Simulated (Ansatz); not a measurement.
Two isomers of CH7GaN2O: A = `N[CH2][Ga]([NH2])[OH]`, B = `C[O][Ga]([NH2])[NH2]`.

Gas-phase electronic energies from Ansatz, PBE0-D4/def2-TZVP geometries. CCSD(T)/CBS is the MP2 limit (def2-TZVPP, def2-QZVPP) plus CCSD(T) − MP2 in def2-TZVPP, frozen cores. DFT in def2-TZVPP. B3LYP here is the variant with VWN-RPA as its local correlation; programs differ in this. For Ga outer-core shells are correlated without core-valence functions, which leaves a few kJ/mol of doubt a bond. Scalar relativity is left out up to krypton. Each species was taken in one conformer, which may not be the lowest.

A:

```xyz
12

N    -1.104   -1.715   -1.072
C    -0.258   -1.367    0.068
Ga    0.252    0.544    0.196
N     1.280    1.418    1.415
O    -0.434    1.546   -1.134
H    -1.956   -1.168   -1.056
H    -0.645   -1.464   -1.939
H    -0.766   -1.665    0.990
H     0.648   -1.979    0.037
H     1.476    2.404    1.392
H     1.713    0.972    2.205
H    -0.205    2.476   -1.102
```

B:

```xyz
12

C     0.680    1.377   -1.434
O     1.080    0.244   -0.713
Ga   -0.006   -0.566    0.452
N    -1.640    0.155    0.788
N     0.645   -2.077    1.213
H     1.539    1.759   -1.995
H    -0.115    1.154   -2.159
H     0.323    2.190   -0.785
H    -2.362   -0.375    1.247
H    -2.036    0.831    0.156
H     0.260   -2.431    2.073
H     1.633   -2.260    1.158
```

Question: Which isomer does CCSD(T)/CBS put lower? Give the gap. (Estimate.)

Answer: Computed: B, by 35.0 kJ/mol.

Question: Give E(B) − E(A) in kJ/mol with B3LYP, CCSD(T)/def2-SVP, MP2/def2-TZVPP, HF/def2-TZVPP, BLYP-D4, PBE-D4, PBE0-D4. (Best estimate.)

Answer: The calculation gave: B3LYP -34.5, CCSD(T)/def2-SVP -44.8, MP2/def2-TZVPP -36.6, HF/def2-TZVPP -55.9, BLYP-D4 -30.1, PBE-D4 -23.5, PBE0-D4 -29.7. None reverses the order clearly.

Question: Does the order hold for the free energy at 298.15 K (harmonic terms from PBE0-D4)? (Best estimate.)

Answer: Ansatz gave: Yes: G(B) − G(A) = -36.3 kJ/mol, for one conformer each. Modes under 60 cm⁻¹, often nearly free rotors, make the harmonic entropy too high.

Largest T1 diagnostic: 0.013.

In def2-TZVPP, CCSD(T) changes the Hartree–Fock value by +18.3 kJ/mol (the triples alone add +2.0 kJ/mol) and MP2 by +19.2 kJ/mol. From PBE to PBE0 (25 % exact exchange), in def2-TZVPP and without D4, E(B) − E(A) moves by −6.2 kJ/mol.
